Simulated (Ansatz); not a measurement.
Stepwise reaction of `[F][Zr]([F])([F])[SeH]` with water, as a gas-phase model of exchange steps in deposition or etching. ΔE in kJ/mol.

Program: Ansatz. Geometries: PBE0-D4/def2-TZVP. ΔE: electronic, gas phase. CBS: MP2 limit from def2 TZ/QZ plus the TZ coupled-cluster correction, frozen cores. This one scheme is used for every species. DFT in def2-TZVPP. B3LYP here is the variant with VWN-RPA as its local correlation; programs differ in this. Elements past krypton have def2 core potentials. For Se, Zr outer-core shells are correlated without core-valence functions, which leaves a few kJ/mol of doubt a bond. Scalar relativity is left out up to krypton. Each species was taken in one conformer, which may not be the lowest.

```
step                                                            reaction  PBE-D4  B3LYP-D4  ωB97M-V  CCSD(T)/CBS
   1    `[F][Zr]([F])([F])[SeH]` + H₂O → `[OH][Zr]([F])([F])[SeH]` + H–F    44.4      41.0     40.7         35.5
   2  `[OH][Zr]([F])([F])[SeH]` + H₂O → `[OH][Zr]([OH])([F])[SeH]` + H–F    50.6      47.8     47.4         42.1
```

(1) By hand: ΔE of the 2 steps together at CCSD(T)/CBS.

Results:

(1) (35.5) + (42.1) = 77.6 kJ/mol, or 38.8 kJ/mol a step.

In ΔE each step is higher than the one before. All are uphill at CCSD(T)/CBS. PBE-D4 differs from CCSD(T)/CBS by 8.5 to 8.9 kJ/mol a step. Isolated molecules leave out the surface, adducts and barriers. Largest T1 diagnostic: 0.016.
